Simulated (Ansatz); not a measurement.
Ansatz (a quantum-chemistry and plane-wave program) input (CCSD(T)/def2-SVPD):

Ansatz 0.2 input:
```yaml
crystal:
  periodic: [false, false, false]
  atoms:
    - {symbol: Cd, position_ang: [0.00000000, 0.00000000, 0.00000000]}
    - {symbol: I, position_ang: [0.00000000, 0.00000000, 2.63761827]}
    - {symbol: I, position_ang: [-0.00000000, -0.00000000, -2.63761827]}
basis:
  gaussian:
    orbitals: def2-SVPD
total_charge: 1
magnetization: {spin_polarized: true, initial_magnetization: 1}
correlation: {method: ccsd_t, electrons: outside_noble_gas}
output: {forces: true}
```

Output:

```
Functional definition: HF
integrals: 0.28 GiB planned
1218 factors; integrals over basis functions are off by at most 2.5e-4 eV
mean field: 0.81 GiB planned
mean field evaluation 1: about -20677.0065 eV, gradient 1.1e1 eV
mean field evaluation 2: about -20677.2423 eV, gradient 1.2e1 eV
mean field evaluation 4: about -20678.4072 eV, gradient 1.2e0 eV
mean field evaluation 8: about -20678.4412 eV, gradient 2.0e-1 eV
mean field evaluation 16: about -20678.4429 eV, gradient 6.2e-3 eV
mean field evaluation 32: about -20678.9086 eV, gradient 2.2e0 eV
mean field evaluation 64: about -20677.0065 eV, gradient 1.1e1 eV
mean field evaluation 96: about -20678.0546 eV, gradient 6.8e-5 eV
mean field evaluation 128: about -20678.0474 eV, gradient 5.5e-1 eV
mean field evaluation 160: about -20678.9541 eV, gradient 1.4e-1 eV
mean field evaluation 192: about -20678.2961 eV, gradient 6.4e0 eV
mean field evaluation 224: about -20678.5894 eV, gradient 1.1e0 eV
mean field evaluation 256: about -20678.9544 eV, gradient 2.3e-2 eV
mean field evaluation 288: about -20677.6989 eV, gradient 3.3e-1 eV
mean field evaluation 320: about -20678.9542 eV, gradient 9.9e-2 eV
mean field evaluation 352: about -20677.7405 eV, gradient 1.5e-1 eV
mean field evaluation 384: about -20676.0420 eV, gradient 1.8e0 eV
mean field evaluation 416: about -20676.1111 eV, gradient 2.4e-2 eV
mean field evaluation 448: about -20675.8072 eV, gradient 6.2e0 eV
mean field evaluation 480: about -20675.9876 eV, gradient 7.0e-2 eV
mean field evaluation 512: about -20675.9982 eV, gradient 8.9e-4 eV
mean field evaluation 544: about -20678.0546 eV, gradient 2.0e-3 eV
mean field evaluation 576: about -20675.9738 eV, gradient 1.2e0 eV
mean field evaluation 608: about -20676.1899 eV, gradient 2.0e-3 eV
mean field evaluation 640: about -20678.4428 eV, gradient 3.8e-2 eV
mean field evaluation 672: about -20677.7411 eV, gradient 9.6e-2 eV
mean field evaluation 704: about -20676.1899 eV, gradient 6.6e-3 eV
mean field evaluation 736: about -20678.4402 eV, gradient 2.3e-1 eV
mean field evaluation 768: about -20678.0546 eV, gradient 2.3e-2 eV
mean field evaluation 800: about -20676.1899 eV, gradient 4.0e-3 eV
mean field evaluation 832: about -20677.4740 eV, gradient 9.5e-1 eV
mean field evaluation 864: about -20678.0546 eV, gradient 2.7e-4 eV
mean field evaluation 896: about -20678.0546 eV, gradient 3.5e-6 eV
mean field -20678.95444147 eV, -759.9375590254 hartree, gradient 3.6e-6 eV, S^2 0.757619; 22 other end points of the search recorded, 0 dependent functions left out
determinant -20678.95444147 eV, -759.9375590254 hartree, with singles and doubles -20691.58810343 eV, -760.4018375388 hartree
determinant -20678.44287520 eV, -759.9187593114 hartree, with singles and doubles -20691.54883581 eV, -760.4003944804 hartree
determinant -20678.05460959 eV, -759.9044908135 hartree, with singles and doubles -20691.25175992 eV, -760.3894771429 hartree
determinant -20677.74142429 eV, -759.8929814663 hartree, with singles and doubles -20690.62147009 eV, -760.3663144189 hartree
determinant -20676.18989096 eV, -759.8359636678 hartree, with singles and doubles -20689.25051063 eV, -760.3159325881 hartree
determinant -20676.11115777 eV, -759.8330702765 hartree, with singles and doubles -20688.58323954 eV, -760.2914108276 hartree
determinant -20676.10452772 eV, -759.8328266266 hartree, with singles and doubles -20688.57649862 eV, -760.2911631035 hartree
determinant -20675.99817444 eV, -759.8289182157 hartree, with singles and doubles -20688.45889564 eV, -760.2868412737 hartree
determinant -20675.98774874 eV, -759.8285350783 hartree, with singles and doubles -20688.44575070 eV, -760.2863582059 hartree
determinant -20678.95444147 eV, -759.9375590254 hartree, with singles and doubles -20691.60596234 eV, -760.4024938418 hartree
determinant -20678.44287520 eV, -759.9187593114 hartree, with singles and doubles -20691.57111007 eV, -760.4012130446 hartree
determinant -20678.95444147 eV, -759.9375590254 hartree, with singles and doubles -20691.62057691 eV, -760.4030309174 hartree
determinant -20678.44287520 eV, -759.9187593114 hartree, with singles and doubles -20691.57298402 eV, -760.4012819109 hartree
determinant -20678.05460959 eV, -759.9044908135 hartree, with singles and doubles -20691.24601025 eV, -760.3892658464 hartree
22 core orbitals not correlated
reference -20678.95444147 eV, -759.9375590254 hartree; 13, 12 occupied and 69, 70 virtual orbitals, 1218 factors
densities: 1.10 GiB planned
second order -12.30712921 eV of doubles, -0.00000000 eV of singles
coupled cluster: 0.72 GiB planned
cycle   1  -12.66613829 eV  change   -2.9e-6 eV  update   3.4e-6
cycle   2  -12.66613995 eV  change   -1.7e-6 eV  update   2.2e-6
cycle   3  -12.66614022 eV  change   -2.7e-7 eV  update   1.4e-6
cycle   4  -12.66613982 eV  change    4.0e-7 eV  update   6.6e-7
perturbative correction -0.32276027 eV, -0.0118612210 hartree
the calculation of the forces begins
WARN: the results are in doubt because the forces break the atoms' symmetry
Total energy: -20691.94334156 eV, -760.4148922992 hartree
Atom 0 at     0.000000     0.000000     0.000000 Å, force     0.000000     0.000000     1.503934 eV/Å
Atom 1 at     0.000000     0.000000     2.637618 Å, force     0.000000     0.000000    -0.563281 eV/Å
Atom 2 at    -0.000000    -0.000000    -2.637618 Å, force     0.000000     0.000000    -0.940653 eV/Å
Dipole moment:    -0.000000    -0.000000    -1.093101 e Å
In doubt: the forces break the atoms' symmetry
```

The spin state was set by rule; other spins were not relaxed.

The program attaches cautions to this result: asymmetric forces.
